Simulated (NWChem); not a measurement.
System: PbSiH$_{4}$, singlet; SMILES [SiH3][PbH]

```xyz
6

Pb    -0.0307     0.5142     0.1555
H      1.7873     0.4350    -0.2047
Si    -0.0256    -2.2237     0.0263
H      0.9101    -2.8003     1.0494
H      0.4499    -2.6903    -1.3194
H     -1.3688    -2.8499     0.2583
```
Atoms are numbered in this order, from 1.

Computed with NWChem. Low-valent species are run as closed-shell singlets; no triplet was tried in these runs. Coordinates come from a PBE0/def2-SVP optimisation. def2 effective core potentials on Pb; no spin-orbit coupling. B3LYP is NWChem's, with the RPA form of VWN correlation. Static field.

| level | isotropic polarisability (bohr³) | anisotropy (bohr³) |
|---|---|---|
| PBE/def2-SVPD | ? | ? |
| B3LYP/def2-SVPD | 87.3 | 53.3 |
| CAM-B3LYP/def2-SVPD | 86.0 | 51.4 |

Question: Complete the blanks.

Answer: 
- PBE/def2-SVPD, isotropic polarisability (bohr³): 88.8
- PBE/def2-SVPD, anisotropy (bohr³): 54.7
